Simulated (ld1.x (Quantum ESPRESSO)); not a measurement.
Sb: one change to a PAW potential, before and after

* Element: Sb
* Generator: ld1.x (Quantum ESPRESSO) 7.5
* Type: PAW
* Functional: PW91
* Relativity: scalar-relativistic
* Frozen core: [Kr]
* Valence charge: 15
* Reference configuration: 4d10 5s1.75 5p3.25
* Partial waves: 5s (bound): rcut 1.55, rcutus 1.95 bohr; 5s channel at -0.2 Ry: rcut 1.55, rcutus 1.95 bohr; 5p (bound): rcut 1.85, rcutus 2.25 bohr; 5p channel at 0.4 Ry: rcut 1.85, rcutus 2.25 bohr; 4d (bound): rcut 1.55, rcutus 1.70 bohr; 4d channel at -2.05 Ry: rcut 1.55, rcutus 1.70 bohr
* Local potential: all-electron potential smoothed inside 2.20 bohr (lloc = -1)
* Core correction: a·sin(br)/r model core inside 1.30 bohr
* Augmentation charge: PSQ, inside the norm-conserving radii

Change: waves 4d (bound): rcut 1.55, rcutus 2.22 bohr; 4d channel at -2.05 Ry: rcut 1.55, rcutus 2.22 bohr.

Cutoffs: the cutoffs (Ry, on a coarse ladder) from which the occupation-weighted sum of valence levels, in a spherical-Bessel basis at the reference potential, stays within 10 and 1 mRy of its value at 400 Ry; they do not see the model core or the augmentation charge, which bear on the density cutoff. Errors are all-electron minus pseudo energies relative to the spin-unpolarised reference configuration.

Predict the effect on cutoff, ghosts and configuration errors.

The potential gets softer (50 Ry and 80 Ry → 21 Ry and 40 Ry); the number of tests with a reliable result goes from 7 to 5 (the test run of the changed file stopped, so its transferability is not established); the errors of the 5 common tests hardly move; the range in which the d phases agree narrows (upper end at the end of the scan → 0.8); neither file shows a bound ghost. A larger radius leaves more room for a smooth pseudo-wave, so fewer plane waves are needed.

```csv
quantity,base,changed
"cutoff, loose",50 Ry,21 Ry
"cutoff, tight",80 Ry,40 Ry
loose cutoff by channel (10 mRy a level),"s 8 Ry, p 6 Ry, d 35 Ry","s 8 Ry, p 6 Ry, d 18 Ry"
bound ghosts,none,none
tests with a reliable result,7 of 7,5 of 7 (the test run stopped)
"error for 4d10 5s2 5p3, meV [ΔE -2.01 eV]",+0.2,+0.2
"error for 4d10 5s2 5p2, meV [ΔE 6.36 eV]",-1.8,-1.8
"error for 4d10 5s2 5p1, meV [ΔE 22.41 eV]",-6.2,-6.2
"error for 4d10 5s2 5p0, meV [ΔE 46.92 eV]",-15,-15
"error for 4d10 5s1 5p4, meV [ΔE 6.12 eV]",-0.5,-0.6
s: phases at 2.46 bohr within 0.05 rad from the reference energy up to (Ry; the scan ends near 5),3.7,3.7
p: phases at 2.46 bohr within 0.05 rad from the reference energy up to (Ry; the scan ends near 5),4.6,4.6
d: phases at 2.46 bohr within 0.05 rad from the reference energy up to (Ry; the scan ends near 5),to the end of the scan,0.8
lowest overlap eigenvalue by channel,"s 0.40, p 0.54, d 1.00","s 0.40, p 0.54, d 0.08"
```
